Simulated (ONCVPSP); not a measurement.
Reading a pseudo-wave (P (Z = 15))

Columns: radius, all-electron u(r) and pseudo u(r) of the 3p shell (level -5.75 eV) of phosphorus in the configuration [Ne] 3s1.75 3p3.25; LDA (Perdew-Wang 92), non-relativistic, ONCV scheme, ONCVPSP 4.0.1.

```
r (bohr)  all-electron  pseudo
   0.090       -0.1158  0.0043
   0.180       -0.2488  0.0170
   0.270       -0.3023  0.0380
   0.360       -0.2828  0.0670
   0.450       -0.2146  0.1035
   0.540       -0.1195  0.1467
   0.630       -0.0131  0.1956
   0.720        0.0946  0.2488
   0.810        0.1972  0.3048
   0.900        0.2911  0.3616
   0.990        0.3745  0.4175
   1.080        0.4465  0.4707
   1.170        0.5074  0.5196
   1.260        0.5576  0.5629
   1.350        0.5977  0.5996
   1.440        0.6287  0.6291
   1.530        0.6514  0.6514
   1.620        0.6668  0.6668
   1.710        0.6758  0.6758
   1.800        0.6793  0.6793
   1.890        0.6781  0.6781
   1.980        0.6730  0.6730
   2.070        0.6645  0.6645
   2.160        0.6533  0.6533
   2.250        0.6399  0.6399
   2.340        0.6246  0.6246
```

(1) How many radial nodes do the two functions have?

(2) At about which radius was the pseudo-wave matched?

(3) Is the pseudo-wave norm-conserving?

## Answers

(1) The all-electron 3p function has n − l − 1 = 1; the pseudo-wave has 0, since the states of the same l below it are removed with the core.

(2) 1.65 bohr. The columns agree to 0.0005 from 1.44 bohr on; several derivatives are matched, so the curves merge somewhat inside the radius.

(3) Yes: the ONCV scheme keeps the norm inside the radius equal to the all-electron one, which fixes the energy derivative of the logarithmic derivative at the level.
